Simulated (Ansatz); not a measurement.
Consider the silylene formation by 1,1-elimination: `Br[SiH2]Br` → Br₂ + `[SiH2]`.

Isolated molecules relaxed with PBE0-D4/def2-TZVP in Ansatz; ΔE leaves out vibrations. CCSD(T)/CBS adds triple-zeta CCSD(T) − MP2 to the extrapolated MP2 energy (def2 sets, frozen cores). This one scheme is used for every species. DFT in def2-TZVPP. For Br outer-core shells are correlated without core-valence functions, which leaves a few kJ/mol of doubt a bond. Scalar relativity is left out up to krypton.

CCSD(T)/CBS gives +514.7 kJ/mol.

(1) Another level gave +504.4 kJ/mol. Which?
A. r2SCANh-D4/def2-TZVPP
B. r2SCAN/def2-TZVPP
C. ωB97X-V/def2-TZVPP
D. BHLYP/def2-TZVPP

Largest T1 diagnostic among the species: 0.014.

Results:

(1) D. BHLYP 504.4, r2SCAN 531.2, ωB97X-V 517.6, r2SCANh-D4 536.3 kJ/mol.

The D4 term adds +12.3 kJ/mol with B3LYP and +6.4 kJ/mol with PBE0; it sums over pairs of atoms, weighted by their polarisabilities, and B3LYP, whose exchange is more repulsive, gets the larger term. From r2SCAN to r2SCAN0 (25 % exact exchange), in def2-TZVPP and without D4, ΔE moves by +7.8 kJ/mol. At CCSD(T), def2-SVP lies −27.4 kJ/mol from the extrapolated value and def2-TZVPP −11.4 kJ/mol.

B3LYP here is the variant with VWN-RPA as its local correlation; programs differ in this.
